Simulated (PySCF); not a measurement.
**Relaxation of triplet OsS(OH)₂**

Computed with UB3LYP/[Os def2-SVP with ECP60, S def2-SVP, O def2-SVP, H def2-SVP], scalar-relativistic core potentials, density fitting, no spin–orbit coupling, PySCF. A (50,194) grid was used.

A hand-made trigonal pyramidal (heavy-atom frame) start, with no symmetry imposed:

```xyz
6
charge 0 multiplicity 3, angstrom
Os    0.0555    0.1019   -0.2433
S    -0.8716   -1.5039    0.7426
O     1.7508    0.1019    0.6581
O    -0.7921    1.5700    0.6581
H     2.2956   -0.6335    0.9478
H    -0.4277    2.4096    0.9478
```

Q: What does it relax to?

A: It ends at Cs with Os–O 1.864 Å (×2), Os–S 2.104 Å, O–H 0.972 Å (×2); H–O–Os 118.7° (×2), O–Os–O 131.1°, O–Os–S 114.2° (×2) (after a last refinement on a finer grid). A frequency run shows a minimum.

Q: How much energy is released, and in how many steps?

A: 181.0 kJ/mol in 30 steps.

With open d or f shells other occupations or spin states may lie lower. Spin–orbit coupling, left out here, can matter for elements this heavy.
